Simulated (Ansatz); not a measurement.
Reaction (formal hydrolysis of the Si–N bond): `BN[SiH]([SiH3])S` + H₂O → `O[SiH]([SiH3])S` + `BN`

Program: Ansatz. Geometries: PBE0-D4/def2-TZVP. ΔE: electronic, gas phase. CBS: MP2 limit from def2 TZ/QZ plus the TZ coupled-cluster correction, frozen cores. This one scheme is used for every species. Functionals use def2-TZVPP. B3LYP here is the variant with VWN-RPA as its local correlation; programs differ in this. Each species was taken in one conformer, which may not be the lowest.

Task: Is it downhill or uphill in electronic energy at CCSD(T)/CBS, and by how much? (An estimate is asked.)

Result: Computed: Downhill: ΔE = -38.7 kJ/mol.

Task: What do these levels give: r2SCAN-D4, B3LYP-D4, PBE, PBE0, HF/def2-TZVPP, HF/CBS(def2)? (Estimate.)

Result: Computed: r2SCAN-D4 -46.9, B3LYP-D4 -45.3, PBE -49.1, PBE0 -47.1, HF/def2-TZVPP -56.6, HF/CBS(def2) -56.6 kJ/mol.

Largest T1 diagnostic among the species: 0.013.

The D4 term adds +10.7 kJ/mol with B3LYP and +6.2 kJ/mol with PBE0; it sums over pairs of atoms, weighted by their polarisabilities, and B3LYP, whose exchange is more repulsive, gets the larger term. In def2-TZVPP, CCSD(T) changes the Hartree–Fock value by +16.3 kJ/mol (the triples alone add +2.4 kJ/mol) and MP2 by +17.7 kJ/mol.
